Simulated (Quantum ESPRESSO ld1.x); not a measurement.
The numbers below are computed, except where a source is named.
Q: The mean radii <r> (bohr) of the occupied orbitals of an atom or ion are listed with their occupations. Level of theory: Dirac Kohn-Sham, PW91, spin-unpolarised, spherical densities, point nucleus (ld1.x of Quantum ESPRESSO 7.5).

| orbital | occ. | <r> |
|---|---|---|
| 1s1/2 | 2 | 0.1294 |
| 2s1/2 | 1 | 0.5584 |

Name the element and its charge. Open shells, if any, fill j = l - 1/2 first.

A: Z = 12, magnesium, charge +9: Mg9+ in [He] 2s1. The 1s radius gives Z: for a bare nucleus <r> = (2 gamma + 1)/(2Z) with gamma = sqrt(1 - (Z/c)^2), 0.1247 bohr for Z = 12, and screening makes it slightly larger (0.1294 here). The occupations add up to 3, and the charge is Z minus that.
